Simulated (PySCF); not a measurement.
# Worked example for `BCOC` (C2H7BO): deprotonation at atom C2

Atom numbers as in the mapped SMILES `[BH2:1][CH2:2][O:3][CH3:4]`.

Level of theory: B3LYP-D3(BJ)/ma-def2-TZVP single points in PySCF, grid level 2; every species was optimised with GFN2-xTB. The prefix ma- adds one diffuse s and one diffuse p function on all atoms but H. Thermal corrections: GFN2-xTB frequencies, unscaled, ideal gas at 298.15 K and 1 bar, quasi-RRHO entropy.

Step: `BCOC` → `B[CH-]OC` + H⁺.

```tsv
species	charge	multiplicity	E / Eh
BCOC	0	1	-180.541869
B[CH-]OC	-1	1	-179.959453
```

Thermal terms, products less reactant: Δ(H − E) = -30.83 kJ/mol, Δ(G − E) = -61.95 kJ/mol (the bare proton has no electronic energy, H = 5/2 RT). 1 Eh = 2625.50 kJ/mol.

**Question.** What are ΔE, ΔH and ΔG of this step?

**Answer.** ΔE = 0.582416 Eh = 1529.13 kJ/mol; ΔH = 1498.3 kJ/mol; ΔG = 1467.2 kJ/mol, all in the gas phase at 298.15 K and 1 bar. The digits show the arithmetic; the method itself can be off by 10 kJ/mol or more.

Known limits: C4 is not listed: the run failed or kept an imaginary mode, or the ion rearranged or equalled another.
